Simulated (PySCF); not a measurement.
Computed shifts of a molecule C4H10OSi, PBE/pcSseg-1 in PySCF, GIAO, gas phase, atoms alike by connectivity averaged where their shifts nearly agree, in ppm (number of nuclei): ¹³C: 25.5 (1), 16.4 (1), 12.1 (1), 8.6 (1). ²⁹Si: 1.8 (1). ¹H: 5.34 (1), 4.71 (1), 1.45 (3), 0.91 (1), 0.75 (1), 0.64 (1), 0.54 (1), 0.47 (1). References: ¹³C against TMS (σ = 182.0 ppm); ²⁹Si against TMS (σ = 335.4 ppm); ¹⁷O against H2O (σ = 334.3 ppm); ¹H against TMS (σ = 31.49 ppm), references at their B3LYP-D3(BJ)/def2-TZVP geometries, non-relativistic. Coordinates come from a B3LYP-D3(BJ)/def2-SVP optimisation. The values are those of a single conformer.

Problem. Pick the molecule that these values belong to.
(A) C[Si](C)(C)C=O
(B) CC1([SiH2]O)CC1
(C) C=C(C)[Si@@H](C)O
(D) CC1(C)C[SiH2]O1

Solution. B, CC1([SiH2]O)CC1
